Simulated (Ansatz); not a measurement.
`[CH3][InH][Br]` + CH₃OH → `C[O][InH][CH3]` + HBr at 500 K and 1 bar (ligand exchange at the In–Br bond).

Isolated molecules relaxed with PBE0-D4/def2-TZVP in Ansatz; ΔE leaves out vibrations. CBS: MP2 limit from def2 TZ/QZ plus the TZ coupled-cluster correction, frozen cores. This one scheme is used for every species. Elements past krypton have def2 core potentials. For Br, In outer-core shells are correlated without core-valence functions, which leaves a few kJ/mol of doubt a bond. Scalar relativity is left out up to krypton. Each species was taken in one conformer, which may not be the lowest.

```json
{"species": "`[CH3][InH][Br]`", "CCSD(T)/CBS energy (Eh)": "-2803.63750", "H − E (kJ/mol)": "147.6", "S (J/(mol·K))": "394.2"}
{"species": "CH₃OH", "CCSD(T)/CBS energy (Eh)": "-115.61712", "H − E (kJ/mol)": "157.0", "S (J/(mol·K))": "265.4"}
{"species": "`C[O][InH][CH3]`", "CCSD(T)/CBS energy (Eh)": "-345.29152", "H − E (kJ/mol)": "264.5", "S (J/(mol·K))": "436.4"}
{"species": "HBr", "CCSD(T)/CBS energy (Eh)": "-2573.91920", "H − E (kJ/mol)": "30.5", "S (J/(mol·K))": "213.7"}
```

H − E and S are ideal-gas, rigid-rotor, harmonic terms from PBE0-D4/def2-TZVP, for one conformer and one mirror image of each species. 1 Eh = 2625.50 kJ/mol, R = 8.31446 J/(mol·K).

Problem. By hand: ΔE, ΔH, ΔS and ΔG.

Solution. ΔE = (-345.29152) + (-2573.91920) − (-2803.63750) − (-115.61712) = 0.04390 Eh = 115.3 kJ/mol. Δ(H − E) = 264.5 + 30.5 − 147.6 − 157.0 = -9.6, so ΔH = 105.7 kJ/mol. ΔS = 436.4 + 213.7 − 394.2 − 265.4 = -9.5 J/(mol·K). ΔG = 105.7 − 500 × (-9.5)/1000 = 110.5 kJ/mol.

Problem. By hand: the equilibrium constant, and the temperature at which ΔG would vanish if ΔH and ΔS stayed fixed.

Solution. log₁₀ K = −ΔG/(RT ln 10) = -11.5. ΔH and −TΔS have one sign here, so there is no such temperature.

The number of gas molecules stays the same, so ΔS is small and ΔH decides. A doubt of 5 kJ/mol in ΔE shifts log₁₀ K by 0.5 here. Other conformers and mirror images would add mixing entropy, several J/(mol·K) or more a flexible species. Modes under 60 cm⁻¹, often nearly free rotors, make the harmonic entropy too high. These are equilibria of isolated gas molecules and say nothing of rates. Largest T1 diagnostic: 0.015 (customary marks: 0.02 for closed shells, 0.045 for open ones).

ΔS is within the doubt of such terms, so its sign, and with it that verdict, could turn.
